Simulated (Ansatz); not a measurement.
```yaml
atoms:
  - { symbol: B, position_ang: [0.0000, 0.0000, 0.8104] }
  - { symbol: B, position_ang: [0.0000, 0.0000, -0.8104] }
  - { symbol: H, position_ang: [0.9139, 0.0000, 0.0000] }
  - { symbol: H, position_ang: [-0.9139, 0.0000, 0.0000] }
  - { symbol: H, position_ang: [0.0000, 0.9674, 1.3494] }
  - { symbol: H, position_ang: [0.0000, -0.9674, 1.3494] }
  - { symbol: H, position_ang: [0.0000, 0.9674, -1.3494] }
  - { symbol: H, position_ang: [0.0000, -0.9674, -1.3494] }
```

Basis set: cc-pVDZ (spherical functions). Left uncorrelated: 2 orbitals. Charge 0, multiplicity 1.

Computed with Ansatz (development build ahead of 0.2.0); each method stands on the lowest determinant of its kind that the runs found. Restricted open shells among the atoms or ions are ROHF, correlated in semicanonical orbitals with singles.

Question: Give the atomization energy at this shape (free ground-state atoms in the same class of orbitals less the molecule, no zero-point energy) of singlet B2H6 by RHF-MP2, RHF.

Answer:

```json
{"method": "RHF-MP2", "atomization energy": "544.06 kcal/mol"}
{"method": "RHF", "atomization energy": "459.61 kcal/mol"}
```

Caution: no unrestricted run beside it, a lower state can exist; the shape is not the minimum.
